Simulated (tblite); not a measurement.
C2H14NPSi3.
Geometry (GFN2-xTB, Å), atoms numbered from 1 in this order:
```
atom  x, y, z in Å
C1    -2.1829   -1.2151   -0.8697
N2    -1.1838   -0.8361    0.0961
C3    -1.7754   -0.4587    1.3545
Si4    0.3177   -0.1603   -0.4455
Si5    0.1875    1.9703   -1.4191
Si6    1.7991   -0.3127    1.3493
P7     3.8995    0.0618    0.6735
H8    -2.8686   -0.3889   -1.0952
H9    -1.7012   -1.5243   -1.7929
H10   -2.7722   -2.0512   -0.4845
H11   -0.9968   -0.2286    2.0781
H12   -2.3760   -1.2870    1.7403
H13   -2.4313    0.4156    1.2523
H14    0.6974   -1.1413   -1.4921
H15    1.1208    2.1448   -2.5358
H16    0.4932    3.0362   -0.4559
H17   -1.1421    2.2889   -1.9547
H18    1.8991   -1.5668    2.1107
H19    1.5962    0.7278    2.3741
H20    3.8066   -0.6881   -0.4828
H21    3.6043    1.2308   -0.0012
```

Computed with GFN2-xTB (tblite): harmonic, unscaled wavenumbers at the GFN2-xTB geometry, gas phase. The method is semi-empirical: single wavenumbers can be off by several per cent or more. Modes of hydrogen on phosphorus and silicon can be 10 to 20 % off. One conformer, not necessarily the lowest. The optimisation stopped once no atom felt more than 0.01 eV/Å.

Lowest wavenumbers of the output (negative numbers stand for imaginary wavenumbers):
```
mode    cm-1
  1     -42.6
  2      26.7
  3      42.8
  4      61.9
  5      82.7
  6      90.7
  7     111.3
  8     135.3
  9     186.3
 10     199.2
```

Q: Is this structure a minimum?

A: Not by this Hessian. 1 mode is imaginary beyond 20i (43i cm⁻¹), so at this level the point lies at or near a first-order saddle. The curvature is small, so loose convergence or finite differences may be the whole cause.

Q: Which atoms move in the imaginary mode?

A: 43i: H15 (Si–H hydrogen) 34 %, H17 (Si–H hydrogen) 33 %, H16 (Si–H hydrogen) 32 %. These are shares of the mass-weighted motion.

Q: What is the remedy?

A: Step along that mode in both directions, optimise again with tighter thresholds and repeat the frequencies. The zero-point energy of this point (92.2 kcal/mol) counts the 56 real modes alone, and thermal corrections from it aren't those of a minimum.

The run took 2.1 s wall on one thread, Arm Neoverse N1 (aarch64), shared host with 64 logical CPUs at a one-minute load of 60. This covers the Hessian and the dipole derivatives.
